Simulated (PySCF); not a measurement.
Task: Write Cartesian coordinates for `[SiH3]O[SiH2]C#[C][GeH3]` as optimised with PBE0-D3(BJ)/def2-SVP.

Result: 
```xyz
14
C2H8GeOSi2 angstrom
Si    -2.9534    0.2750    0.2884
O     -2.2263    0.7019   -1.1427
Si    -0.8196    1.2432   -1.8219
C      0.5977    0.8131   -0.7366
C      1.5288    0.5062   -0.0033
Ge     2.9617    0.0214    1.1531
H     -2.0534   -0.6086    1.0877
H     -4.2130   -0.4520   -0.0338
H     -3.2755    1.4955    1.0868
H     -0.8669    2.7232   -1.9832
H     -0.6391    0.5875   -3.1443
H      2.3881   -0.2274    2.5551
H      3.6207   -1.2546    0.6112
H      3.9767    1.1723    1.1874
```

Orientation and origin are arbitrary. Atoms count from 1 in this order. Si3 (oxygen-bound silicon) is tetrahedral (angles from 108.7° to 110.2°). Si1 (oxygen-bound silicon) is tetrahedral (angles from 108.0° to 110.5°). Ge6 (germanium bonded to C and 3 H) is tetrahedral (angles from 108.3° to 110.4°).

Bonds between heavy atoms (Å): Si1–O2 1.661, O2–Si3 1.653, Si3–C4 1.836, C4≡C5 1.224, C5–Ge6 1.904.

The calculation used PBE0-D3(BJ)/def2-SVP geometry optimisation, gas phase in PySCF.

Point group: C1 (no symmetry element, even within 0.4 Å). Not checked by PBE0-D3(BJ)/def2-SVP frequencies. The numbers are those of one conformer (Si1–O2–Si3–C4 24°).
